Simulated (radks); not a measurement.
Excited configurations of the lithium ion Li+: one electron is placed in a higher orbital outside 1s1. The ground configuration is [He]. Calculated with a radial shooting solver on a logarithmic mesh with Libxc functionals: scalar-relativistic Kohn-Sham, PBE, spin-polarised, spherical densities, point nucleus; open shells are filled with parallel spins first. Excitation = E - E(ground); binding = E(ion) - E, where the ion is the core of charge +2; n* = 2/sqrt(2 binding) in atomic units, and the quantum defect is n - n*.

outer orbital,excitation (eV),binding (eV),eigenvalue (eV),<r> (bohr)
2p,60.767,14.601,-10.486,2.351
3d,69.146,6.222,-4.553,5.144
4p,71.446,3.922,-3.139,10.37
5s,72.730,2.638,-2.165,16.26
6f,73.676,1.691,-1.363,22.65

The Delta-SCF ionisation energy is 75.368 eV (NIST Atomic Spectra Database: 75.640 eV, theoretical). Self-interaction in the functional shifts the binding energies and quantum defects, so they are the method's values and not measured ones.
